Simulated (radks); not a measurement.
The neodymium ion Nd39+, configuration [Ar] 3d3 (the NIST ground configuration).

Calculated with a radial shooting solver on a logarithmic mesh with Libxc functionals: Dirac Kohn-Sham, LB94 model potential, spin-unpolarised, spherical densities, finite nucleus; open shells fill j = l - 1/2 first; Fermi nuclear charge, rms radius 4.9123 fm.

Energy parts (hartree):
part                   energy
kinetic             9201.6821
electron-nucleus  -18901.9255
Hartree             1409.2549
(The LB94 potential has no energy functional, so no total or exchange-correlation energy is given.)

Orbitals (lengths in bohr, moments of r in powers of bohr; r(max) is where P^2 peaks):
| orbital | occ. | eigenvalue (hartree) | <1/r> | <r^4> | <r> | r(max) | small-component weight |
|---|---|---|---|---|---|---|---|
| 1s1/2 | 2 | -1677.752 | 66.11 | 1.516e-06 | 0.02360 | 0.01509 | 4.96e-02 |
| 2s1/2 | 2 | -335.5143 | 15.76 | 0.0002364 | 0.09959 | 0.08534 | 1.10e-02 |
| 2p1/2 | 2 | -322.3804 | 15.74 | 0.0001471 | 0.08341 | 0.06479 | 1.10e-02 |
| 2p3/2 | 4 | -302.8651 | 14.15 | 0.0001853 | 0.08968 | 0.07022 | 1.03e-02 |
| 3s1/2 | 2 | -122.4947 | 6.081 | 0.007546 | 0.2504 | 0.2350 | 3.86e-03 |
| 3p1/2 | 2 | -117.3060 | 6.028 | 0.006624 | 0.2380 | 0.2207 | 3.82e-03 |
| 3p3/2 | 4 | -112.7663 | 5.616 | 0.007738 | 0.2483 | 0.2311 | 3.64e-03 |
| 3d3/2 | 3 | -104.6859 | 5.518 | 0.004975 | 0.2159 | 0.1800 | 3.53e-03 |
| 3d5/2 | 0 | -103.6237 | 5.414 | 0.005220 | 0.2192 | 0.1829 | 3.48e-03 |

The highest occupied level is 3d3/2 at -2848.6 eV. The electron density at the nucleus is 4.53e+05 e/bohr^3. For comparison, the ionisation energy in NIST's Atomic Spectra Database is 2861 eV (theoretical). In exact Kohn-Sham theory the highest level is minus the ionisation energy, but local and semilocal functionals leave it too shallow, through self-interaction and a potential that decays too fast; potentials with the right tail come closer. Summed over all electrons, <r^2> = 0.8028 bohr^2, which gives a Langevin (diamagnetic) susceptibility term of -0.636 x 10^-6 cm^3/mol. The density falls to 0.001 e/bohr^3 at r = 0.76 bohr.

Beside tabulated values, note that spin-unpolarised runs miss the spin-polarisation part of the exchange energy of open shells.
